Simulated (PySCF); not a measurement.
# Ionisation energy along the 18-electron series

Calculated with PySCF 2.14 and a two-component X2C-1e Hamiltonian (Gaussian nucleus, no Breit or QED terms), each ion in its own even-tempered basis scaled to its charge; GMP2 freezes 1s2 and drops the highest virtual spinors. Values in eV. NIST values: (m) measured, (s) semi-empirical, (t) theoretical.

| ion | configuration | GHF (spin-free) | GMP2 (spin-free) | GHF (screened spin-orbit) | GMP2 (screened spin-orbit) | NIST |
| --- | --- | --- | --- | --- | --- | --- |
| Os⁵⁸⁺ | [Ar] | 6235.5 | 6236.5 | 6119.3 | 6120.3 | 6115 ± 6 (t) |
| Ir⁵⁹⁺ | [Ar] | 6442.1 | 6443.2 | 6318.9 | 6319.9 | 6315 ± 7 (t) |
| Pt⁶⁰⁺ | [Ar] | 6652.5 | 6653.5 | 6521.9 | 6522.9 | 6517 ± 10 (t) |

Between Z = 76 and Z = 78 the GMP2 (screened spin-orbit) value grows as Z to the power 2.45.
